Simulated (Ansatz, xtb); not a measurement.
# Relative energy of two structures of H4In2NO

We compare I, a doublet given by its coordinates, with II, a doublet given by its coordinates. Both are isolated molecules in the gas phase, relaxed with PBE0-D3(BJ)/def2-SVP.

I (Å):

```csv
atom,x (Å),y (Å),z (Å)
In,-3.1090,1.4154,-2.0725
In,-3.4695,2.1920,1.7379
N,-1.2688,-0.0990,-1.6655
O,-2.8397,1.4838,-0.0344
H,-0.3280,0.1514,-1.9647
H,-1.3839,-1.1060,-1.7599
H,-1.4012,0.1704,-0.6793
H,-2.2700,2.6991,-2.9849
```

Close contacts (Å): In1–N3 2.42, In1–O4 2.06, In2–O4 2.01, In1–H8 1.78, N3–H5 1.02, N3–H6 1.02, N3–H7 1.03.

II (Å):

```tsv
atom	x (Å)	y (Å)	z (Å)
In	-1.9278	-0.2589	1.7863
In	-2.3114	-1.3056	-1.8732
N	0.6424	-0.4840	1.5715
O	-1.4000	-0.8604	-0.1548
H	1.1663	-1.2547	1.9831
H	1.2653	0.3206	1.5217
H	-1.2378	-1.7682	-3.2354
H	0.3504	-0.7455	0.6157
```

Close contacts (Å): In1–N3 2.59, In1–O4 2.10, In2–O4 2.00, In2–H7 1.80, N3–H5 1.02, N3–H6 1.02, N3–H8 1.03.

**Question.** Estimate E(II) − E(I) at the level CCSD(T)/def2-SVP + ΔMP2/def2-TZVPP.

**Answer.** Calculated at CCSD(T)/def2-SVP + ΔMP2/def2-TZVPP: E(II) − E(I) = +5.5 kcal/mol, so structure I lies lower.

The same difference at several levels:

| level | geometry | E(II) − E(I) (kcal/mol) | departure from the last row (kcal/mol) | job, with rough time for the two |
| --- | --- | --- | --- | --- |
| PBE0-D3(BJ)/def2-SVP | PBE0-D3(BJ)/def2-SVP | +5.0 | −0.6 | optimisation, 4.7 min |
| HF/def2-SVP | PBE0-D3(BJ)/def2-SVP | +7.5 | +2.0 | part of the CCSD(T) run |
| MP2/def2-SVP | PBE0-D3(BJ)/def2-SVP | +6.8 | +1.3 | part of the CCSD(T) run |
| CCSD(T)/def2-SVP | PBE0-D3(BJ)/def2-SVP | +6.3 | +0.8 | single point |
| CCSD(T)/def2-SVP + ΔMP2/def2-TZVPP | PBE0-D3(BJ)/def2-SVP | +5.5 |  | single point, 2.6 min |

The levels shown agree on the order. The largest departure from CCSD(T)/def2-SVP + ΔMP2/def2-TZVPP is that of HF/def2-SVP, 2.0 kcal/mol. Levels run at GFN2-xTB geometries aren't shown. The last row adds to CCSD(T) the change of the MP2 difference between the two basis sets, here −0.8 kcal/mol.

With harmonic frequencies from PBE0-D3(BJ)/def2-SVP (ideal gas, rigid rotor, one conformer each, 298.15 K, 1 atm): on the last row, ΔE + ΔZPE = +4.7, ΔH = +5.1, ΔG = +4.2 kcal/mol.

Open shells are spin-unrestricted. The correlated steps freeze 10 core orbitals; the filled d shell of In is correlated, in a basis made for valence electrons. Atoms past krypton carry core potentials in the def2 sets and no spin–orbit term is included. Mirror images aren't counted in ΔG. Programs: Ansatz 0.2.0; the last row on 2 threads of Intel(R) Xeon(R) Platinum 8488C (Sapphire Rapids) on a shared host.
